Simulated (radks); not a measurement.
Values are calculated unless marked as measured or tabulated.
Numerical settings for the terbium ion Tb+, [Xe] 4f9 6s1. Code: a radial shooting solver on a logarithmic mesh with Libxc functionals. Model: scalar-relativistic Kohn-Sham, PBE, spin-polarised, spherical densities, point nucleus; open shells are filled with parallel spins first (spin-orbit coupling, left out, can overturn this in heavy ions). The defaults (mesh step 0.008 in ln r, mesh end at 40 bohr or more with all orbitals vanishing there, Anderson mixing 0.5 over 9 steps, residual threshold near 1e-9 with the energy settled to 1e-9 hartree or 1e-11 of itself, here a cap of 73 iterations) give E = -11708.8902 hartree and 4f at -7.119 eV in 16 iterations. Run on one thread of a shared host, so times are rough (Arm Neoverse N1): 0.41 s of CPU time, 0.41 s wall, 16 iterations on 2648 mesh points. Changes against that run (0 stands for a change within the tolerance of the run):

setting,iterations,converged,E (mhartree),e(4f) (meV),CPU (s)
mesh step in ln r 0.02,16,yes,0,0,0.19
mesh step in ln r 0.012,16,yes,0,0,0.29
mesh step in ln r 0.08,3,no,diverged,-,0.09
mesh end (bohr) 5,16,yes,+116,+1.74e+03,0.37
mesh end (bohr) 12,16,yes,+0.0195,+1.88,0.39
residual threshold 0.1,11,yes,0,-0.59,0.32
residual threshold 1e-05,12,yes,0,-0.315,0.34
mixing 1.5,15,yes,0,0,0.38
"linear mixing, mixing 1",73,no,+1.61e+05,-8.91e+05,4.2
"linear mixing, mixing 0.2",73,no,0,0,1.4
mixing history 20,23,yes,0,0,0.54
iteration cap 3,3,no,+28.2,-976,0.11

Settings that end as converged yet miss the energy by more than 1 mhartree: mesh end (bohr) 5 (+0.116 hartree). A mesh that ends early acts as a hard wall.
